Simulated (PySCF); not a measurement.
Field gradients from PBE0/pcSseg-1 densities (PySCF, non-relativistic) at GFN2-xTB geometries, isolated species, one conformer each; χzz is the principal value of largest magnitude, with Q(14N) = 0.02044 b, Q(17O) = −0.0256 b. GFN2-xTB bond lengths can be off by several hundredths of an ångström, more for odd bonds, and the gradients follow them. The basis is small and wasn't made for field gradients, so the couplings can be 20 % off.

Task: Rank these 14N sites by the size of the quadrupole coupling, smallest first.
A. N4 (pyridine-type nitrogen) in `[O:1]=[CH:2][c:3]1[n:4][n:5][c:6]([Cl:7])[o:8]1`
B. The silicon-bound nitrogen of `CC[C@@H]1CC(=O)[Si@H]1N`
C. The nitrile nitrogen of `CC[P@H+](CC#N)C1CC1`
D. N5 (pyridine-type nitrogen) in `[CH2:1]=[CH:2][CH2:3][n:4]1[n:5][c:6]([F:7])[cH:8][c:9]1[SiH3:10]`
E. N2 (aniline-type nitrogen) in `[CH3:1][N:2]([CH3:3])[c:4]1[cH:5][cH:6][c:7]2[n-:8][n:9][n:10][c:11]2[cH:12]1`
F. The pyrrole-type nitrogen of `FC1=CCCP1n1cccc1`

Result: F (2.559 MHz), B (4.219 MHz), D (4.475 MHz), C (5.070 MHz), A (5.625 MHz), E (6.297 MHz).

Task: These 17O couplings (χzz in MHz, η) are listed in rising order: (-11.32, 0.79); (-10.35, 0.29); (9.040, 0.13); (9.814, 0.03); (11.94, 0.62); (12.74, 0.57). Assign them to: O2 (ether oxygen) in `[CH3:1][O:2]/[CH:3]=[C:4](/[Cl:5])[C@H:6]1[O:7][C:8](=[O:9])[SiH2:10]1`; the silyl ether oxygen of `CC(C)(CC#N)O[SiH3]`; the carbonyl oxygen of `CC[C@@H]1CC(=O)[Si@H]1N`; O1 (aldehyde oxygen) in `[O:1]=[CH:2][c:3]1[n:4][n:5][c:6]([Cl:7])[o:8]1`; the amide oxygen of `CNC(=O)[C@H]1CC[SiH2]1`; the amide oxygen of `C#CC#CC(N)=O`.

Result: -11.32 MHz, η 0.79: O2 (ether oxygen) in `[CH3:1][O:2]/[CH:3]=[C:4](/[Cl:5])[C@H:6]1[O:7][C:8](=[O:9])[SiH2:10]1`; -10.35 MHz, η 0.29: the silyl ether oxygen of `CC(C)(CC#N)O[SiH3]`; 9.040 MHz, η 0.13: the amide oxygen of `CNC(=O)[C@H]1CC[SiH2]1`; 9.814 MHz, η 0.03: the amide oxygen of `C#CC#CC(N)=O`; 11.94 MHz, η 0.62: the carbonyl oxygen of `CC[C@@H]1CC(=O)[Si@H]1N`; 12.74 MHz, η 0.57: O1 (aldehyde oxygen) in `[O:1]=[CH:2][c:3]1[n:4][n:5][c:6]([Cl:7])[o:8]1`.

All sites together:

| nucleus | site | Vzz (au) | η | χzz (MHz) |
| --- | --- | --- | --- | --- |
| 14N | the silicon-bound nitrogen of CC[C@@H]1CC(=O)[Si@H]1N | -0.879 | 0.33 | -4.219 |
| 14N | N4 (pyridine-type nitrogen) in [O:1]=[CH:2][c:3]1[n:4][n:5][c:6]([Cl:7])[o:8]1 | -1.171 | 0.01 | -5.625 |
| 14N | the pyrrole-type nitrogen of FC1=CCCP1n1cccc1 | -0.533 | 0.12 | -2.559 |
| 14N | the nitrile nitrogen of CC[P@H+](CC#N)C1CC1 | -1.056 | 0.05 | -5.070 |
| 14N | N5 (pyridine-type nitrogen) in [CH2:1]=[CH:2][CH2:3][n:4]1[n:5][c:6]([F:7])[cH:8][c:9]1[SiH3:10] | -0.932 | 0.80 | -4.475 |
| 14N | N2 (aniline-type nitrogen) in [CH3:1][N:2]([CH3:3])[c:4]1[cH:5][cH:6][c:7]2[n-:8][n:9][n:10][c:11]2[cH:12]1 | -1.311 | 0.06 | -6.297 |
| 17O | O2 (ether oxygen) in [CH3:1][O:2]/[CH:3]=[C:4](/[Cl:5])[C@H:6]1[O:7][C:8](=[O:9])[SiH2:10]1 | 1.882 | 0.79 | -11.32 |
| 17O | the silyl ether oxygen of CC(C)(CC#N)O[SiH3] | 1.721 | 0.29 | -10.35 |
| 17O | the carbonyl oxygen of CC[C@@H]1CC(=O)[Si@H]1N | -1.985 | 0.62 | 11.94 |
| 17O | O1 (aldehyde oxygen) in [O:1]=[CH:2][c:3]1[n:4][n:5][c:6]([Cl:7])[o:8]1 | -2.117 | 0.57 | 12.74 |
| 17O | the amide oxygen of CNC(=O)[C@H]1CC[SiH2]1 | -1.503 | 0.13 | 9.040 |
| 17O | the amide oxygen of C#CC#CC(N)=O | -1.632 | 0.03 | 9.814 |
